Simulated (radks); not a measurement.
Ir34+, configuration [Kr] 4d7 (the NIST ground configuration).

All-electron calculation, Dirac Kohn-Sham, BP86, spin-unpolarised, spherical densities, finite nucleus; open shells fill j = l - 1/2 first; Fermi nuclear charge, rms radius 5.4032 fm. Program: a radial shooting solver on a logarithmic mesh with Libxc functionals.

Energy parts (eV):
total: -468628.48
kinetic: 536293.21
electron-nucleus: -1115048.12
Hartree: 118183.41
exchange-correlation: -8056.98

Orbitals (lengths in bohr, moments of r in powers of bohr; <r^-3> diverges for s and p1/2; r(max) is where P^2 peaks; r(90%) holds 90 % of the orbital's charge):
1s1/2: occ. 2; eigenvalue (eV) -77346.62; r(90%) 0.0318; <1/r> 92.14; r(max) 0.01082; small-component weight 8.50e-02
2s1/2: occ. 2; eigenvalue (eV) -14645.97; r(90%) 0.114; <1/r> 22.55; r(max) 0.06251; small-component weight 1.94e-02
2p1/2: occ. 2; eigenvalue (eV) -14089.71; r(90%) 0.100; <1/r> 22.52; r(max) 0.04621; small-component weight 1.95e-02
2p3/2: occ. 4; eigenvalue (eV) -12462.52; <r^-3> 18740; r(90%) 0.111; <1/r> 18.59; r(max) 0.05336; small-component weight 1.74e-02
3s1/2: occ. 2; eigenvalue (eV) -4454.286; r(90%) 0.277; <1/r> 8.339; r(max) 0.1755; small-component weight 6.52e-03
3p1/2: occ. 2; eigenvalue (eV) -4207.124; r(90%) 0.269; <1/r> 8.251; r(max) 0.1640; small-component weight 6.46e-03
3p3/2: occ. 4; eigenvalue (eV) -3845.513; <r^-3> 4387; r(90%) 0.289; <1/r> 7.236; r(max) 0.1784; small-component weight 5.89e-03
3d3/2: occ. 4; eigenvalue (eV) -3434.896; <r^-3> 760.5; r(90%) 0.262; <1/r> 7.117; r(max) 0.1393; small-component weight 5.75e-03
3d5/2: occ. 6; eigenvalue (eV) -3356.711; <r^-3> 638.1; r(90%) 0.268; <1/r> 6.883; r(max) 0.1432; small-component weight 5.59e-03
4s1/2: occ. 2; eigenvalue (eV) -1874.726; r(90%) 0.558; <1/r> 3.830; r(max) 0.3821; small-component weight 2.59e-03
4p1/2: occ. 2; eigenvalue (eV) -1768.312; r(90%) 0.561; <1/r> 3.750; r(max) 0.3784; small-component weight 2.53e-03
4p3/2: occ. 4; eigenvalue (eV) -1662.127; <r^-3> 1316; r(90%) 0.593; <1/r> 3.412; r(max) 0.4031; small-component weight 2.34e-03
4d3/2: occ. 4; eigenvalue (eV) -1489.116; <r^-3> 220.1; r(90%) 0.594; <1/r> 3.281; r(max) 0.3886; small-component weight 2.20e-03
4d5/2: occ. 3; eigenvalue (eV) -1466.945; <r^-3> 183.0; r(90%) 0.603; <1/r> 3.204; r(max) 0.3955; small-component weight 2.16e-03
5s1/2: occ. 0; eigenvalue (eV) -1016.194; r(90%) 0.969; <1/r> 2.109; r(max) 0.7087; small-component weight 1.27e-03
5p1/2: occ. 0; eigenvalue (eV) -967.3767; r(90%) 0.986; <1/r> 2.061; r(max) 0.7172; small-component weight 1.24e-03
5p3/2: occ. 0; eigenvalue (eV) -925.4067; <r^-3> 528.0; r(90%) 1.03; <1/r> 1.922; r(max) 0.7531; small-component weight 1.17e-03

The highest occupied level is 4d5/2 at -1466.9 eV. Summed over all electrons, <r^2> = 3.533 bohr^2, which gives a Langevin (diamagnetic) susceptibility term of -2.8 x 10^-6 cm^3/mol. The density falls to 0.001 e/bohr^3 at r = 1.12 bohr. The electron density at the nucleus is 1.822e+06 e/bohr^3. For comparison, the ionisation energy in NIST's Atomic Spectra Database is 1493 eV (theoretical). In exact Kohn-Sham theory the highest level is minus the ionisation energy, but local and semilocal functionals leave it too shallow, through self-interaction and a potential that decays too fast; potentials with the right tail come closer.

Beside tabulated values, note that spin-unpolarised runs miss the spin-polarisation part of the exchange energy of open shells.
